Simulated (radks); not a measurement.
All-electron atom: Nd in [Xe] 4f4 6s2.

All-electron calculation, scalar-relativistic Kohn-Sham, Slater X-alpha with alpha = 0.994, spin-polarised, spherical densities, finite nucleus; open shells are filled with parallel spins first (spin-orbit coupling, left out, can overturn this in heavy ions); Fermi nuclear charge, rms radius 4.9123 fm. Program: a radial shooting solver on a logarithmic mesh with Libxc functionals.

Energy parts (eV):
| part | energy |
|---|---|
| total | -264346.01 |
| kinetic | 281370.63 |
| electron-nucleus | -640180.31 |
| Hartree | 103052.79 |
| exchange | -8589.12 |

Orbitals (lengths in bohr, moments of r in powers of bohr; <r^-3> diverges for s and p1/2):
orbital,occ.,eigenvalue (eV),<r^-3>
1s up,1,-43630.84,-
1s down,1,-43630.84,-
2s up,1,-7100.565,-
2s down,1,-7100.523,-
2p up,3,-6363.298,9123
2p down,3,-6363.272,9124
3s up,1,-1553.346,-
3s down,1,-1551.305,-
3p up,3,-1319.443,1871
3p down,3,-1317.426,1875
3d up,5,-993.7844,256.8
3d down,5,-992.2149,257.4
4s up,1,-315.1902,-
4s down,1,-310.0123,-
4p up,3,-237.9556,410.1
4p down,3,-232.7671,410.2
4d up,5,-127.4836,46.66
4d down,5,-122.3161,46.61
4f up,4,-8.9929,5.776
4f down,0,-4.4372,5.448
5s up,1,-45.4525,-
5s down,1,-42.3428,-
5p up,3,-26.1653,59.38
5p down,3,-23.7895,54.77
6s up,1,-4.3943,-
6s down,1,-4.1388,-

The highest occupied level is 6s down at -4.139 eV. The configuration is held as typed, so some empty levels lie below it. The electron density at the nucleus is 4.734e+05 e/bohr^3 (large components only). The spin density at the nucleus is 1.83 e/bohr^3 (1s 0.03, 2s -0.72, 3s -9.97, 4s -0.74, 5s 11.29, 6s 1.94). Summed over all electrons, <r^2> = 78.22 bohr^2, which gives a Langevin (diamagnetic) susceptibility term of -61.9 x 10^-6 cm^3/mol.
